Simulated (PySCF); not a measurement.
C2H6Se2, charge +1, doublet, geometry from GFN2-xTB (a state made from the parent by changing its charge; the spin is typed, not shown lowest), atoms displaced at random by about 0.08 Å a coordinate. Base run: PBE/STO-3G, gradient in PySCF.

PySCF was given this input:
```python
from pyscf import gto, scf, dft

mol = gto.Mole()
mol.atom = '''
    C     2.399626   -0.212677   -0.394063
    Se    0.817995    0.655886    0.653767
    Se   -0.823793   -0.495054   -0.505473
    C    -2.372235    0.176508    0.331505
    H     3.192354    0.191245    0.034684
    H     2.340000   -0.115220   -1.407422
    H     2.320828   -1.201948   -0.043208
    H    -3.300269   -0.234675   -0.274147
    H    -2.369229    1.308303    0.276099
    H    -2.284706   -0.094200    1.485356
'''
mol.basis = 'sto-3g'
mol.charge = 1
mol.spin = 1
mol.verbose = 4
mol.build()

mf = dft.UKS(mol)
mf.xc = 'pbe'
mf.kernel()
g = mf.nuc_grad_method()
grad = g.kernel()
```

The coordinate followed is x of atom 8.

Each row names what was changed in the base input (with any setting that the change needs).

| change | dE/dx (Eh/bohr) | net force (Eh/bohr) |
|---|---|---|
| base | -0.033444 | 0.000073 |
| finite difference step (bohr) = 0.05; conv_tol = 1e-11 | -0.033308 | - |
| conv_tol = 1e-11 | -0.033443 | 0.000073 |
| density fitting = on | -0.033434 | 0.000073 |
| conv_tol = 1e-4 | -0.033173 | 0.000073 |
| finite difference step (bohr) = 1e-5; conv_tol = 1e-11 | -0.033443 | - |
| grids.level = 5; grid_response = off | -0.033444 | 0.000002 |
| grid_response = on | -0.033444 | 0.000000 |
| grids.level = 0; grid_response = off | -0.034048 | 0.006516 |
| finite difference step (bohr) = 0.2; conv_tol = 1e-11 | -0.031287 | - |
| finite difference step (bohr) = 0.01; conv_tol = 1e-11 | -0.033438 | - |
| finite difference step (bohr) = 1e-3; conv_tol = 1e-11 | -0.033444 | - |

The net force is zero for an exact gradient.

Open shells are given as the SCF converged; they aren't shown to be the lowest states, and a large step between rows can be another state.
